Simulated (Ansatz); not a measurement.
Basis-set series for C₆H₁₅In, SMILES `C[CH](C)[InH][CH](C)C`. The species carries charge 0 and has multiplicity 1. In takes the def2 core potential. The geometry is a stationary point of PBE0-D4/def2-TZVP. It is one conformer, not always the lowest.

| functional | basis | functions | energy (Eh) | HOMO (eV) | LUMO (eV) |
| --- | --- | --- | --- | --- | --- |
| PBE0-D4 | def2-SVP | 185 | -427.30748 | -6.22 | -1.24 |
| PBE0-D4 | def2-QZVPP | 874 | -427.58768 | -6.24 | -1.32 |
| ωB97M-V | def2-SVP | 185 | -427.37055 | -8.33 | 0.26 |
| ωB97M-V | def2-QZVPP | 874 | -427.66867 | -8.35 | 0.00 |

Q: Give the rows for def2-TZVPP. (An estimate is asked.)

A: Ansatz gave: 
```tsv
functional	basis	functions	energy (Eh)	HOMO (eV)	LUMO (eV)
PBE0-D4	def2-TZVPP	446	-427.57232	-6.24	-1.31
ωB97M-V	def2-TZVPP	446	-427.65328	-8.35	0.05
```

Positive LUMOs are unbound and depend on the basis.
